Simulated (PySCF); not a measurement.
C3H5, SMILES C=[C]C (connectivity only; charge and spin as stated), charge +1, multiplicity 1. Geometry optimised at TPSSh-D3(BJ)/def2-TZVP. The multiplicity is an assumed one; other spin states were not compared. The isomer is the one that the SMILES or the coordinates give; other isomers of the formula were not compared.

Level of theory: TPSSh-D3(BJ)/def2-TZVP (PySCF).

Harmonic wavenumbers (cm⁻¹): 181, 294, 346, 573, 835, 922, 1009, 1038, 1277, 1311, 1346, 1454, 1925, 2888, 3040, 3068, 3115, 3134. Rotational constants (GHz): 100.8, 8.332, 8.117; symmetry number 1.

Work out the zero-point energy and the ideal-gas rigid-rotor harmonic-oscillator thermochemistry at 298.15 K and 1 atm.

ZPE = ½ Σ hcν = ½ × 27758 cm⁻¹ = 166.03 kJ/mol. H − E(el) = 180.63 kJ/mol. Entropy in J/(mol K): translation 155.08, rotation 89.47, vibration 25.19, total 269.74. G − E(el) = 100.21 kJ/mol. Cp = 68.93 J/(mol K).
